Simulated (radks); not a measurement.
The numbers below are computed, except where a source is named.
Pd+, configuration [Kr] 4d8 5s1 (not the ground configuration). Level of theory: scalar-relativistic Kohn-Sham, PBEsol, spin-unpolarised, spherical densities, point nucleus (a radial shooting solver on a logarithmic mesh with Libxc functionals).

Normalised radial functions P(r) = r R(r), r in bohr:

```
   r/bohr * 5s (the largest magnitude, 0.671, reaches the edge; | marks zero)
 0.002231                             |*
 0.002976                             |*
 0.003969                             | *
 0.005294                             | *
 0.007061                             |  *
 0.009342                             |  *
  0.01246                             |  *
  0.01662                             |  *
  0.02217                             |  *
  0.02933                             | *
  0.03912                             *
  0.05217                           * |
  0.06958                         *   |
  0.09281                       *     |
   0.1228                         *   |
   0.1638                             *
   0.2184                             |     *
   0.2914                             |       *
   0.3855                             |   *
   0.5142                       *     |
   0.6858                *            |
   0.9146                   *         |
     1.22                             |   *
    1.614                             |                  *
    2.153                             |                          *
    2.871                             |                        *
     3.83                             |                *
    5.067                             |       *
    6.758                             | *
    9.014                             *
```

5s: eigenvalue -12.481 eV, 4 radial nodes at r = 0.0401, 0.160, 0.438, 1.14 bohr, <r> = 2.76 bohr, 90 % of the charge inside 4.08 bohr.
